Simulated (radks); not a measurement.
Question: Rh I, configuration [Kr] 4d8 5s1. Calculated with a radial shooting solver on a logarithmic mesh with Libxc functionals: Dirac Kohn-Sham, BP86, spin-unpolarised, spherical densities, finite nucleus; open shells fill j = l - 1/2 first; Fermi nuclear charge, rms radius 4.4945 fm. Some entries of the table are withheld. Estimate them.

orbital,occ.,eigenvalue (eV),r(max) (bohr)
1s1/2,2,-23030.23,0.02117
2s1/2,2,-3338.095,0.1199
2p1/2,2,(1),0.09293
2p3/2,4,(2),0.09700
3s1/2,2,-596.6023,0.3516
3p1/2,2,-499.7935,0.3382
3p3/2,4,-474.9067,0.3479
3d3/2,4,-303.4835,(3)
3d5/2,6,-298.5760,(4)
4s1/2,2,-82.5612,(5)
4p1/2,2,-53.1767,0.9272
4p3/2,4,-49.2687,0.9521
4d3/2,4,-6.2859,1.140
4d5/2,4,-5.8949,1.152
5s1/2,1,-4.4850,2.646

Answer: 
(1) 2p1/2 eigenvalue (eV): -3090.767
(2) 2p3/2 eigenvalue (eV): -2946.082
(3) 3d3/2 r(max) (bohr): 0.2898
(4) 3d5/2 r(max) (bohr): 0.2926
(5) 4s1/2 r(max) (bohr): 0.8812
